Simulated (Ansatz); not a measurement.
Consider the stannylene formation by 1,1-elimination: `CC[N](C)[SnH]([F])[Cl]` → `[F][Sn][Cl]` + ethylmethylamine.

Computed with Ansatz on PBE0-D4/def2-TZVP structures; ΔE is electronic, products minus reactants. CBS: MP2 limit from def2 TZ/QZ plus the TZ coupled-cluster correction, frozen cores. Functionals use def2-TZVPP. def2 core potentials past Kr. For Sn outer-core shells are correlated without core-valence functions, which leaves a few kJ/mol of doubt a bond. Each species was taken in one conformer, which may not be the lowest.

Question: Is it downhill or uphill in electronic energy at CCSD(T)/CBS, and by how much? (Best estimate.)

Answer: Computed: Downhill: ΔE = -0.32 eV.

Question: What do these levels give: PBE-D4, PBE0-D4, r2SCANh-D4, ωB97X-V, CCSD(T)/def2-SVP, MP2/def2-TZVPP? (Best estimate.)

Answer: Computed: PBE-D4 -0.60, PBE0-D4 -0.45, r2SCANh-D4 -0.41, ωB97X-V -0.35, CCSD(T)/def2-SVP -0.30, MP2/def2-TZVPP -0.32 eV.

Largest T1 diagnostic among the species: 0.016.

Leaving LDA and LC-ωPBE aside and taking each functional with its dispersion term where it has one, the values, not all of them listed here, spread over 0.46 eV, from BLYP-D4 to PBE-QIDH. LDA lies +0.48 eV from PBE without D4. The D4 term adds +0.27 eV with B3LYP and +0.15 eV with PBE0; it sums over pairs of atoms, weighted by their polarisabilities, and B3LYP, whose exchange is more repulsive, gets the larger term.

B3LYP here is the variant with VWN-RPA as its local correlation; programs differ in this.
